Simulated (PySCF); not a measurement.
borazine, optimised at GFN2-xTB:

```xyz
12

B      0.8217    -1.1760    -0.0660
N      1.3591     0.1013     0.2300
B      0.5704     1.2768     0.2928
N     -0.8168     1.1325     0.0426
B     -1.4231    -0.1122    -0.2594
N     -0.5732    -1.2451    -0.3052
H      1.5014    -2.1335    -0.1111
H      2.3494     0.1773     0.4042
H      1.0448     2.3230     0.5408
H     -1.4001     1.9542     0.0812
H     -2.5772    -0.2007    -0.4624
H     -0.9803    -2.1428    -0.5181
```

Energies from PySCF (xtb for GFN2), thermal terms from the rigid-rotor harmonic-oscillator model, ideal gas at 1 bar. 6-31G* has spherical d functions here. All species are closed-shell singlets. B3LYP is the form with VWN-RPA correlation.

**Question.** List the harmonic frequencies (cm⁻¹, unscaled) at this level and at the other levels, each on its own geometry.

**Answer.** 
- GFN2-xTB: 264, 264, 419, 498, 498, 654, 715, 715, 805, 805, 808, 833, 945, 945, 946, 1021, 1084, 1084, 1198, 1252, 1317, 1317, 1414, 1415, 2583, 2583, 2592, 3463, 3463, 3464
- B3LYP/6-31G*: 290, 290, 402, 526, 526, 712, 712, 736, 865, 929, 929, 938, 945, 945, 952, 1047, 1077, 1077, 1254, 1315, 1407, 1407, 1500, 1500, 2651, 2651, 2661, 3612, 3614, 3614
- HF/6-31G*: 296, 296, 404, 557, 557, 740, 740, 768, 913, 994, 994, 1007, 1007, 1012, 1025, 1124, 1143, 1143, 1310, 1429, 1505, 1505, 1599, 1599, 2730, 2730, 2744, 3856, 3858, 3858
- PBE/def2-SVP: 286, 286, 406, 512, 512, 702, 702, 712, 841, 894, 894, 903, 921, 921, 926, 1006, 1045, 1045, 1228, 1266, 1348, 1348, 1457, 1457, 2548, 2548, 2558, 3558, 3560, 3560
- PBE0/def2-TZVP: 284, 284, 400, 524, 524, 716, 716, 732, 865, 922, 922, 932, 947, 947, 958, 1039, 1082, 1082, 1267, 1312, 1403, 1403, 1497, 1497, 2616, 2616, 2626, 3659, 3661, 3661
